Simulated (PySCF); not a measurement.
**Worked example: entropy of an ideal gas**

TiO2, SMILES [O]=[Ti]=[O], multiplicity 1.

Coordinates come from a PBE-D3(BJ)/def2-TZVP optimisation. The spin state was assumed, not searched. The isomer is the one that the SMILES or the coordinates give; other isomers of the formula were not compared.

PySCF with PBE-D3(BJ)/def2-TZVP gives the harmonic wavenumbers 341, 956, 993 cm⁻¹ and the rotational temperatures 1.4303, 0.4121, 0.3199 K. The molar mass is 79.86 g/mol, the symmetry number 2, the spin multiplicity 1.

**Question.** Work out the entropy at 298.15 K and 1 atm in the rigid-rotor, harmonic-oscillator model.

**Answer.** 
Translation (Sackur–Tetrode at 1 atm): S = R[1.5 ln M + 2.5 ln T − 1.16487] = 163.4 J/(mol K).
Rotation: q = (√π/σ) T^1.5/√(θA θB θC) = 10500, S = R[ln q + 3/2] = 89.5 J/(mol K).
Vibration: with u = 1.4388 ν/T, each mode gives R[u/(e^u − 1) − ln(1 − e^−u)]:
```
ν (cm⁻¹)  modes     u  S (J/(mol K))
--------  -----  ----  -------------
341           1  1.65           5.05
956           1  4.61           0.47
993           1  4.79           0.40
```
These are all the modes. Sum 5.9 J/(mol K).
Spin: R ln 1 = 0.0 J/(mol K).
Total 258.8 J/(mol K); the program's own thermochemistry gives 258.8. Translation makes up 63 % and vibration 2 %. Anharmonicity, hindered rotation and orbital degeneracy are left out.
